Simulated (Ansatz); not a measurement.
Frontier orbitals of `O[SiH2][SiH](Cl)Cl`.

Total charge 0; spin multiplicity 1. The structure was optimised at the PBE0-D4/def2-TZVP level. It is one conformer, not always the lowest. Basis def2-TZVPP, the Gaussian-basis code of Ansatz.

```csv
functional,HOMO (eV),LUMO (eV),gap (eV)
PBE,-6.75,-1.84,4.91
B97M-V,-7.15,-1.68,5.47
PBE0,-7.99,-1.00,6.99
HSE06 (plane-wave form),-7.59,-1.37,6.22
CAM-B3LYP,-9.30,0.06,9.36
ωB97M-V,-10.03,0.79,10.82
HF,-10.91,2.27,13.18
```

A quarter of exact exchange (PBE0) shifts PBE's HOMO by −1.24 eV and its LUMO by +0.84 eV; full exchange at long range (ωB97M-V) shifts them by −3.29 and +2.62 eV. The gap opens from 4.91 to 10.82 eV, since occupied levels lose self-interaction and empty ones feel all the electrons. A positive LUMO is unbound and depends on the basis.
